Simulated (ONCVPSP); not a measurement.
# Re, ONCV: configuration errors across variants

Re (Z = 75), optimised norm-conserving Vanderbilt (ONCV), made with ONCVPSP 4.0.1 (PBE, fully relativistic). Core [Kr] 4d10 4f14, reference 5s2 5p6 5d5 6s1 6p1. Waves: 5s+6s: rc 1.45 bohr, ncon 5, nbas 8, qcut 6.6 1/bohr, 2 projectors; 5p+6p: rc 2.35 bohr, ncon 3, nbas 6, qcut 6.2 1/bohr, 2 projectors; 5d: rc 2.35 bohr, ncon 5, nbas 10, qcut 5.4 1/bohr, 1 projector. Local part: polynomial inside 1.05 bohr (lpopt 5, dvloc0 0 Ha). Core correction: Teter function, fcfact 3.75, rcfact 1.15.

Open shells are filled in proportion to 2j + 1.

All-electron excitation energies from the reference (eV): (1) 5s2 5p6 5d5 6s2 6p0 -4.742; (2) 5s2 5p6 5d5 6s1 6p0 4.513; (3) 5s2 5p6 5d5 6s0 6p0 20.838; (4) 5s2 5p6 5d5 6s1.5 6p0 -0.957.

3 further variants failed, have other tests or another functional or relativity, and are left out.

A true bound ghost makes a file unfit for plane-wave use even where its test errors are small: the radial tests pick states by their node count and pass the ghost by.

Errors AE − PS in meV (a dash: test not solved or not reliable):

```tsv
change	(1)	(2)	(3)	(4)	bound ghosts	GHOST(+) flags above zero
base	+0.3	+0.4	+4.4	0.0	none	s
local potential polynomial inside 1.05 bohr (lpopt 5, dvloc0 5.5 Ha)	+0.3	+0.4	+4.4	0.0	none	s
all radii but the core radius scaled by about 1.17 (s 1.70, p 2.74, d 2.74 bohr); local potential polynomial inside 1.22 bohr (lpopt 5, dvloc0 0 Ha)	-0.4	+0.4	-2.4	0.0	p3/2	s
core correction Teter function, fcfact 3.75, rcfact 0.94	+0.3	+0.4	+4.5	+0.1	none	s
core correction Teter function fitted to the true core (icmod 2), fcfact 0.55	+0.2	+0.4	+3.8	0.0	none	s
```

Problem. Give the same row for: p: qcut 8.

Solution. +0.4, +0.4, +4.7, +0.1; bound ghosts: none; GHOST(+) flags above zero: s.
